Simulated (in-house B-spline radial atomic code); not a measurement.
Inner levels of osmium as electrons are removed. A shift is the extra binding of the orbital against the neutral atom ([Xe] 4f14 5d6 6s2). Computed with a radial B-spline atomic code at the basis-set limit: non-relativistic Hartree-Fock, average of the configuration, point nuclei.

This level leaves out relativity, spin-orbit splitting included, which matters for heavy ions.

| ion | configuration | shift of 1s (eV) | radius of 1s (bohr) | Σ<r²> (bohr²) | change of density at nucleus (bohr⁻³) |
| --- | --- | --- | --- | --- | --- |
| Os57+ | [Ar] 3d1 | 4084.6 | 0.019925 | 0.41664 | -121.1 |
| Os58+ | [Ne] 3s2 3p6 | ? | ? | ? | ? |
| Os59+ | [Ne] 3s2 3p5 | 4457.61 | 0.019923 | 0.3401 | 190.57 |
| Os60+ | [Ne] 3s2 3p4 | 4645.35 | 0.01992 | 0.29805 | 353.56 |
| Os61+ | [Ne] 3s2 3p3 | 4834.84 | 0.019918 | 0.25675 | 518.63 |
| Os62+ | [Ne] 3s2 3p2 | 5026.07 | 0.019916 | 0.21618 | 685.8 |
| Os63+ | [Ne] 3s2 3p1 | 5219.06 | 0.019914 | 0.17632 | 855.02 |
| Os64+ | [Ne] 3s2 | 5413.78 | 0.019911 | 0.13716 | 1026.35 |
| Os65+ | [Ne] 3s1 | 5594.16 | 0.019911 | 0.094355 | -3093.93 |
| Os66+ | [He] 2s2 2p6 | 5775.91 | 0.01991 | 0.052176 | -7289.91 |
| Os67+ | [He] 2s2 2p5 | 6224.16 | 0.019899 | 0.045828 | -6839.64 |
| Os68+ | [He] 2s2 2p4 | 6676.52 | 0.019888 | 0.039627 | -6383.92 |
| Os69+ | [He] 2s2 2p3 | ? | ? | ? | ? |
| Os70+ | [He] 2s2 2p2 | 7593.53 | 0.019865 | 0.027643 | -5456.11 |
| Os71+ | [He] 2s2 2p1 | ? | ? | ? | ? |
| Os72+ | [He] 2s2 | 8526.87 | 0.019842 | 0.016194 | -4506.42 |
| Os73+ | [He] 2s1 | 8929 | 0.01984 | 0.0085649 | -20866.7 |
| Os74+ | 1s2 | 9333.7 | 0.019835 | 0.0010498 | -37500.7 |
| Os75+ | 1s1 | 10621.7 | 0.019737 | 0.00051939 | -174784 |

(1) Fill in the row of Os58+.

(2) Fill in the row of Os69+.

(3) Fill in the row of Os71+.

Answers

(1) shift of 1s (eV): 4271.63; radius of 1s (bohr): 0.019925; Σ<r²> (bohr²): 0.38291; change of density at nucleus (bohr⁻³): 29.656.

(2) shift of 1s (eV): 7132.98; radius of 1s (bohr): 0.019877; Σ<r²> (bohr²): 0.033566; change of density at nucleus (bohr⁻³): -5922.75.

(3) shift of 1s (eV): 8058.16; radius of 1s (bohr): 0.019854; Σ<r²> (bohr²): 0.021853; change of density at nucleus (bohr⁻³): -4984.
